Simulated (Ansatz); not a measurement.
The cluster Ag₆Sb⁺, relaxed as a singlet with RKS r2SCAN-D4/def2-SVP in Ansatz, starting from the GFN1-xTB geometry. Force threshold 0.02 eV/Å.

In the def2 sets Ag, Sb take a core potential; there is no spin–orbit coupling. The structure comes from a short search, and lower isomers may exist.

Start:

Cartesian coordinates in Å:
```
Sb 1.278 1.447 -0.380
Ag 1.573 -0.869 1.164
Ag 0.552 0.321 -2.701
Ag -0.757 -2.104 2.008
Ag -0.744 0.676 1.559
Ag -1.334 1.640 -1.043
Ag -0.568 -1.109 -0.607
```

Task: Estimate the energy that the relaxation releases and the steps that it takes.

Result: 4.5 kcal/mol, in 9 steps; 44 s on 4 threads of Intel Xeon 6975P-C on a shared host. No frequencies were taken in this run, so the end may be a saddle point.

Task: Does the start keep its bonding?

Result: Bonds lost: Sb1–Ag7 (atoms count from 1). Metal–metal contacts that move far: Ag2–Ag3 4.17 to 2.87 Å. The end is the same structure that another start reached, the lowest one found.

Task: Predict the relaxed structure.

Result: 
```xyz
7

Sb    1.246    1.884   -0.222
Ag    1.467   -0.811    0.531
Ag    0.921    0.023   -2.160
Ag   -0.634   -2.160    1.952
Ag   -0.604    0.677    1.505
Ag   -1.291    1.609   -1.121
Ag   -1.103   -1.221   -0.485
```
Bond lengths (bridged metal pairs left out): 7 × Ag–Ag 2.65 to 2.91 Å; 4 × Ag–Sb 2.71 to 2.81 Å.
